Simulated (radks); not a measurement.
Results of a calculation; reference values are marked as such.
Problem. The technetium ion Tc11+ is in [Ar] 3d10 4s2 4p2. Level of theory: scalar-relativistic Kohn-Sham, PBEsol, spin-polarised, spherical densities, finite nucleus; Fermi nuclear charge, rms radius of each element as measured or else 0.836 A^(1/3) + 0.57 fm (a radial shooting solver on a logarithmic mesh with Libxc functionals). Open shells are filled with parallel spins first. One electron is removed from 4s, 4p, 3d, 3p in turn, with full relaxation. Which removal costs least, and what does each cost?

Solution. 4p 238.93 eV; 4s 266.52 eV; 3d 484.27 eV; 3p 648.48 eV. The 4p electron leaves first.
